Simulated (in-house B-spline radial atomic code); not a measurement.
A fraction x of an electron is removed from 3d in Fe III (Fe2+), starting from [Ar] 3d6 and keeping the highest spin. Computed with a radial B-spline atomic code at the basis-set limit: scalar-relativistic (X2C) PBE0, spin-polarised, spherical fractional occupations, Fermi nucleus of rms radius 3.7377 fm.

Caution: exact exchange at fractional occupations of open shells leaves self-interaction of up to several eV.

```
   x  E(x) - E(0) (eV)  3d down level (eV)
   0            0.0000             -21.326
0.05            1.0836             -22.019
0.15            3.3555             -23.424
0.37            8.8565             -26.606
 0.4            9.6613             -27.049
 0.5           12.4407             -28.543
0.58           14.7725             -29.755
0.69           18.1383             -31.445
0.78           21.0314             -32.849
0.94           26.4894             -35.386
   1           28.6415                   -
```

The exact functional would give a straight line between the two integer points. Deviations E(x) - E(0) - x[E(1) - E(0)], in eV: -0.348 at x = 0.05, -0.941 at x = 0.15, -1.741 at x = 0.37, -1.795 at x = 0.4, -1.88 at x = 0.5, -1.84 at x = 0.58, -1.624 at x = 0.69, -1.309 at x = 0.78, -0.434 at x = 0.94.

The curve lies below the straight line by up to 1.88 eV (at x = 0.5): convex, the delocalisation error, to which spherically averaged exact exchange adds.

(1) How well does Slater's transition state (minus the level at half occupation) give the ionisation energy?

Results:

(1) It gives 28.543 eV against 28.642 eV from the two total energies; NIST lists 30.65 eV, ground level to ground level. The end point has an open shell averaged over its orbitals, so its exact exchange keeps a self-interaction and this is no true integer point.
